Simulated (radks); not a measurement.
The numbers below are computed, except where a source is named.
Task: Ionisation of N+, [He] 2s2 2p2, to N2+, [He] 2s2 2p1, under several functionals. Non-relativistic Kohn-Sham, spin-polarised, spherical densities, point nucleus; open shells are filled with parallel spins first; a radial shooting solver on a logarithmic mesh with Libxc functionals. The NIST Atomic Spectra Database gives 29.601 eV (semi-empirical). Rank these functionals by the error of their Delta-SCF ionisation energy: exchange-only PBE; exchange-only LDA; BLYP; exchange-only r2SCAN; RPBE; revPBE.

Result: From best to worst: exchange-only r2SCAN 29.674 eV (+0.073); exchange-only PBE 29.355 eV (-0.246); RPBE 30.034 eV (+0.433); revPBE 30.037 eV (+0.436); BLYP 30.040 eV (+0.439); exchange-only LDA 28.967 eV (-0.634). Open shells are spherical and high-spin; term and fine-structure splittings are not resolved.
